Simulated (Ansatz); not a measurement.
CH3BOZn, relaxed with RKS PBE0-D4/def2-TZVP in the Gaussian-basis code of Ansatz from a PBE-D4/def2-SVP geometry. The force threshold is 0.005 eV/Å; the program also tests the step.

Charge 0, multiplicity 1. The bonds changed during the relaxation, so this is another structure than the one it started from.

Start:

```xyz
7

B    -0.502   -0.548   -0.091
C     0.284    0.594    0.588
O    -0.969    0.727   -0.218
Zn    0.929   -1.084   -1.960
H    -1.037   -1.632   -0.094
H     0.136    0.856    1.653
H     1.158    1.087    0.123
```

By how much does the energy fall, and how many steps does the optimiser take? (Estimate.)

Ansatz gave: 13.46 kJ/mol, in 9 steps.

Which bonds change most? (An estimate is asked.)

Ansatz gave: B1–O3 from 1.364 to 1.330 Å; B1–C2 from 1.544 to 1.512 Å; B1–H5 from 1.209 to 1.183 Å; C2–H7 from 1.106 to 1.086 Å.

Give the relaxed structure. (Best estimate.)

Computed: 
```xyz
7

B    -0.644   -0.492    0.131
C     0.236    0.613    0.672
O    -1.025    0.757   -0.121
Zn    1.250   -1.259   -2.452
H    -1.063   -1.583   -0.057
H     0.136    0.988    1.687
H     1.110    0.977    0.140
```
